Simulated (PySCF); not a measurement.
Computed IR spectrum (relative IR intensity) of a molecule H₉NSi₄. Coordinates come from a PBE-D3(BJ)/def2-SVP optimisation. The values are those of a single conformer. Computed with PBE-D3(BJ)/def2-SVP (PySCF 2.14.0). Frequencies are harmonic and unscaled.

ν (cm⁻¹): 364 (w), 414 (w), 421 (w), 589 (w), 608 (vw), 682 (w), 703 (vw), 748 (m), 844 (vs), 864 (m), 899 (s), 939 (m), 1140 (w), 2114 (s), 2130 (m), 2133 (m), 2144 (m), 2146 (vw), 2161 (w), 2165 (m), 3478 (w) (against the strongest line: vs over 80 %, s over 45 %, m over 15 %, w over 4 %, vw less)

**Question.** Which structure fits?
A. N[SiH]1[SiH2][SiH2][SiH2]1
B. [SiH3][SiH]1[SiH2]N[SiH2]1
C. N1[SiH2][SiH2][SiH2][SiH2]1
D. [SiH3][Si@H]1N[SiH2][SiH2]1

**Answer.** C, N1[SiH2][SiH2][SiH2][SiH2]1
